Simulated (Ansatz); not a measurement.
Geometry optimisation, Ansatz, RKS r2SCAN-D4/def2-SVP.

Input:

```yaml
crystal:
  periodic: [false, false, false]
  atoms:
    - { symbol: F, position_ang: [0.64878, -2.36062, 1.37609] }
    - { symbol: C, position_ang: [1.17319, -1.14815, 0.95598] }
    - { symbol: Si, position_ang: [0.1901, 0.02724, 0.0688] }
    - { symbol: Si, position_ang: [-1.53983, 0.94882, -0.97647] }
    - { symbol: H, position_ang: [2.20864, -1.06456, 1.2643] }
    - { symbol: H, position_ang: [-1.66773, 2.30103, -0.36078] }
    - { symbol: H, position_ang: [-1.01314, 1.29623, -2.32791] }
basis:
  gaussian: { orbitals: def2-SVP }
hamiltonian:
  xc: r2scan
  dispersion: d4
relax:
  f_tol: 0.015
  max_steps: 40
```

Run as:

```bash
$ ansatz run input.yaml --threads 1 --pin off --max-ram 2048MiB --backend cpu --events-out ev --progress --plain --runs-dir out
```

Where does it end, and by what steps?

It converged. After 34 steps the energy has fallen by 0.508 eV; H7 moved furthest, 1.73 Å.

| step | energy less start (eV) | largest force component (eV/Å) | accepted |
| --- | --- | --- | --- |
| 0 | 0.0000 | 1.858 | yes |
| 2 | -0.0620 | 1.311 | no |
| 4 | -0.2060 | 0.225 | yes |
| 6 | -0.2546 | 0.155 | yes |
| 8 | -0.3274 | 0.369 | yes |
| 10 | -0.2810 | 1.693 | no |
| 12 | -0.4074 | 0.379 | yes |
| 14 | -0.4543 | 0.493 | yes |
| 16 | -0.4701 | 0.337 | yes |
| 18 | -0.4768 | 0.277 | yes |
| 20 | -0.4876 | 0.283 | yes |
| 22 | -0.4936 | 0.385 | yes |
| 24 | -0.4987 | 0.230 | yes |
| 26 | -0.5033 | 0.265 | yes |
| 28 | -0.5069 | 0.108 | yes |
| 30 | -0.5074 | 0.045 | yes |
| 32 | -0.5075 | 0.015 | yes |
| 34 | -0.5075 | 0.003 | yes |

```xyz
7
Properties=species:S:1:pos:R:3
F 0.129 -1.810 0.220
C 0.811 -0.729 0.620
Si 0.245 0.750 1.536
Si -0.971 0.760 -0.347
H 1.884 -0.885 0.393
H -1.145 2.129 -0.940
H -0.954 -0.214 -1.481
```

Whether the end is a true minimum wasn't checked by a vibrational analysis.

Time of the run: 2.5 min on 1 thread of Arm Neoverse V2, with other jobs on the host, peak memory 0.15 GiB.
